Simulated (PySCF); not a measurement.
## MSn anions for M along the alkaline earths

PBE0 with double-zeta basis sets in PySCF, for the lowest determinant that a PBE0 search found; no spin–orbit coupling. De refers to high-spin ground-configuration atoms (the charge goes to the atom of lower measured ionisation energy or higher electron affinity, which is not always the lowest computed limit). A positive dipole points towards Sn; it is taken about the centre of mass and depends on that origin.

```
 M                       basis  charged atom  state (unpaired electrons)  Re (Å)  ωe (cm⁻¹)  De (eV)  μ (D)
Be  aug-cc-pVDZ/aug-cc-pVDZ-PP           Sn−         quartet (σ ↑, π ↑↑)   2.432        404     1.41   4.38
Mg  aug-cc-pVDZ/aug-cc-pVDZ-PP           Sn−         quartet (σ ↑, π ↑↑)   2.931        174     0.87   4.18
Ca                   def2-SVPD           Sn−         quartet (σ ↑, π ↑↑)   3.162        148     1.40   5.20
Sr                   def2-SVPD           Sn−         quartet (σ ↑, π ↑↑)   3.349        104     1.30   2.54
```

The shortest bond is that of BeSn⁻ (2.432 Å), the longest that of SrSn⁻ (3.349 Å).

The rows differ in basis set, which adds steps of its own.

Down a group the atoms grow and get heavier, so bonds lengthen and wavenumbers fall; this series shows no clear exception.

These are scalar-relativistic numbers at best; spin–orbit coupling would shift them, the dissociation energy most. For an ion De counts to the pair picked by the measured ionisation energies or electron affinities, which need not be the lowest pair at this level. The highest Kohn–Sham level is positive in some of these anions. Much of that is self-interaction error, but it also means that the finite basis helps to hold the extra electron. States were picked by a PBE0 search and need not be the measured ground states.
